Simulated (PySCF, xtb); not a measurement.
SeFBr, SMILES [Se](Br)F.

GFN2-xTB in xtb 6.7.1 at its own geometry gives an orbital gap of 2.65 eV and a dipole moment of 3.59 D.

Geometry: ωB97X-D3(BJ)/def2-TZVP.

Problem. What does M06-2X/def2-TZVPD (PySCF) give? (The exact figures need the calculation; the answer reports its results.)

Solution. gap 6.53 eV (levels -8.23 and -1.70 eV), dipole 1.46 D.
